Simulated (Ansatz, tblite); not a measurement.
Spin states of As₃⁺ (the lowest singlet isomer of a short search), each relaxed with r2SCAN-D4/def2-TZVP in Ansatz. Electronic energies in the gas phase.

The 6-31G sets use Cartesian d functions. The xTB rows come from tblite. B3LYP takes the VWN-RPA correlation. Correlated methods freeze 27 core orbitals; core or outer-core shells of As are correlated, in sets that lack core-valence functions. The structure comes from a short search, and lower isomers may exist.

Singlet geometry (D3h within 0.1 Å):

```xyz
3

As    0.0536    0.6375   -1.1842
As    1.1359   -0.2787    0.6663
As   -1.1895   -0.3589    0.5179
```

Triplet geometry (C2v within 0.1 Å):

```xyz
3

As   -1.110    0.439   -0.184
As    0.151   -0.725    1.319
As    0.959    0.286   -1.135
```

Quintet geometry (C2v within 0.1 Å):

```csv
atom,x (Å),y (Å),z (Å)
As1,0.777,0.965,0.941
As2,0.056,-1.557,-0.044
As3,-0.832,0.592,-0.896
```

⟨S²⟩: triplet 2.12 at PBE0-D4/def2-TZVP (pure 2.00), quintet 6.03 at PBE0-D4/def2-TZVP (pure 6.00).

Run but left out: HF/6-31G, HF/def2-TZVP, B2PLYP/def2-TZVP, MP2/def2-TZVP (triplet: ⟨S²⟩ 2.24 to 2.58, where a pure state has 2.00).

Only these spin states were relaxed.

| level | triplet − singlet (kJ/mol) | quintet − singlet (kJ/mol) | lowest of these | remarks |
| --- | --- | --- | --- | --- |
| PBE-D4/def2-TZVP | 149.9 | 346.9 | singlet | – |
| revPBE-D4/def2-TZVP | 145.2 | 332.4 | singlet | – |
| B3LYP-D4/6-31G | 125.0 | 278.0 | singlet | – |
| B3LYP-D4/def2-TZVP | 149.7 | 336.1 | singlet | – |
| PBE0-D4/def2-TZVP | 150.2 | 329.3 | singlet | – |
| ωB97X-V/def2-TZVP | 162.9 | 349.3 | singlet | spin-contaminated (⟨S²⟩ 2.16) (triplet) |

(1) Estimate the rows for GFN1-xTB, GFN2-xTB, BLYP-D4/def2-TZVP, r2SCAN-D4/def2-TZVP, RPA@PBE/def2-TZVP.

## Answers

(1) 
| level | triplet − singlet (kJ/mol) | quintet − singlet (kJ/mol) | lowest of these |
| --- | --- | --- | --- |
| GFN1-xTB | 152.1 | 392.2 | singlet |
| GFN2-xTB | 170.4 | 424.6 | singlet |
| BLYP-D4/def2-TZVP | 145.5 | 344.6 | singlet |
| r2SCAN-D4/def2-TZVP | 140.8 | 326.8 | singlet |
| RPA@PBE/def2-TZVP | 155.8 | 343.3 | singlet |

The xTB methods have no term that favours high spin, so they put low spin too low.
